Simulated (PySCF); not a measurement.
Gas-phase reaction: SnH4 + Br2 ⇌ SnBr2 + 2 H2

Energies from PySCF, thermal terms from the rigid-rotor harmonic-oscillator model, ideal gas at 1 bar. † marks an energy on the PBE0/def2-TZVP geometry and frequencies; other levels use their own. MP2 and CCSD(T) freeze the core. All species are closed-shell singlets. Sn: scalar-relativistic def2 core potential, no spin-orbit coupling. Br: all electrons, no relativistic terms. MP2 isn't extrapolated to the basis-set limit. CCSD(T) isn't extrapolated to the basis-set limit.

```json
[
 {"level": "CCSD(T)/def2-SVP†", "ΔH°(298 K), kJ": "(withheld)"},
 {"level": "CCSD(T)/def2-TZVPP†", "ΔH°(298 K), kJ": "-291"},
 {"level": "HF/def2-TZVP†", "ΔH°(298 K), kJ": "(withheld)"},
 {"level": "MP2/def2-SVP†", "ΔH°(298 K), kJ": "-309"},
 {"level": "PBE/def2-SVP", "ΔH°(298 K), kJ": "(withheld)"},
 {"level": "PBE/def2-TZVP†", "ΔH°(298 K), kJ": "-309"},
 {"level": "PBE0/def2-QZVP†", "ΔH°(298 K), kJ": "-295"}
]
```

Problem. Complete the blanks.

Solution. 
- CCSD(T)/def2-SVP†, ΔH°(298 K), kJ: -289
- HF/def2-TZVP†, ΔH°(298 K), kJ: -300
- PBE/def2-SVP, ΔH°(298 K), kJ: -298
